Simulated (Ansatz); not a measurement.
(1) Predict a relaxed structure of the cluster H3Au3⁺ (the lowest doublet isomer of a short search), charge 1, doublet, at PBE0-D4/def2-TZVP (Ansatz).

Answers

(1) 
| atom | x (Å) | y (Å) | z (Å) |
| --- | --- | --- | --- |
| Au1 | -1.0861 | -1.2118 | 1.3876 |
| Au2 | 0.5454 | 0.1389 | -0.3819 |
| Au3 | 1.4613 | 2.4388 | -1.4085 |
| H4 | 2.0388 | 1.0131 | -0.8382 |
| H5 | -2.6633 | -1.0554 | 1.4091 |
| H6 | -0.2960 | -1.3236 | -0.1681 |
 This is one stationary point.

In the def2 sets Au takes a core potential; there is no spin–orbit coupling. The structure comes from a short search, and lower isomers may exist.
